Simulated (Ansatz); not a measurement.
Computed with Ansatz on PBE0-D4/def2-TZVP structures; ΔE is electronic, products minus reactants. CBS: MP2 limit from def2 TZ/QZ plus the TZ coupled-cluster correction, frozen cores. This one scheme is used for every species. DFT in def2-TZVPP. Each species was taken in one conformer, which may not be the lowest.

Consider the substitution at a C–N bond: `CN[SiH](N)S` + `[NH2][Al]([F])[F]` → `C[NH][Al]([F])[F]` + `N[SiH](N)S`.

`CN[SiH](N)S`:

Cartesian coordinates in Å:
```
C -1.044 0.088 1.719
N -0.363 -0.607 0.648
Si 0.280 0.165 -0.730
N 0.546 -1.067 -1.878
S 2.210 1.114 -0.613
H -0.369 0.421 2.518
H -1.542 0.974 1.319
H -1.817 -0.543 2.168
H 0.090 -1.458 0.944
H -0.682 1.263 -1.024
H 1.154 -0.915 -2.665
H -0.161 -1.759 -2.063
H 1.698 2.324 -0.342
```

`[NH2][Al]([F])[F]`:

Z-matrix (Å, degrees):
```
N
Al 1 1.745
H 1 1.006 2 124.4
H 1 1.006 2 124.5 3 -179.9
F 2 1.640 1 120.7 3 -0.1
F 2 1.640 1 120.7 3 180.0
```

`C[NH][Al]([F])[F]`:

Z-matrix (Å, degrees):
```
C
N 1 1.450
H 1 1.092 2 110.0
H 1 1.096 2 112.1 3 -119.2
H 1 1.096 2 112.1 3 119.2
Al 2 1.747 1 127.9 3 -0.0
H 2 1.008 1 112.6 3 180.0
F 6 1.641 2 120.4 1 -0.0
F 6 1.641 2 120.8 1 180.0
```

`N[SiH](N)S`:

Z-matrix (Å, degrees):
```
Si
N 1 1.703
S 1 2.151 2 102.0
N 1 1.707 2 106.3 3 126.2
H 1 1.489 2 119.7 3 -116.4
H 2 1.006 1 121.4 3 39.3
H 2 1.006 1 120.4 3 -168.6
H 3 1.343 1 94.0 2 -152.6
H 4 1.008 1 120.3 2 -57.7
H 4 1.007 1 119.4 2 157.8
```

Task: Is it downhill or uphill in electronic energy at CCSD(T)/CBS, and by how much? (An estimate is asked.)

Result: Computed: Uphill: ΔE = +1.2 kcal/mol.

Task: What do these levels give: PBE, HF/def2-TZVPP, MP2/def2-QZVPP, SCS-MP2/def2-QZVPP, HF/CBS(def2), CCSD/CBS(def2)? (An estimate is asked.)

Result: Ansatz gave: PBE 0.7, HF/def2-TZVPP 0.7, MP2/def2-QZVPP 1.4, SCS-MP2/def2-QZVPP 1.1, HF/CBS(def2) 0.7, CCSD/CBS(def2) 1.1 kcal/mol.

Largest T1 diagnostic among the species: 0.012.
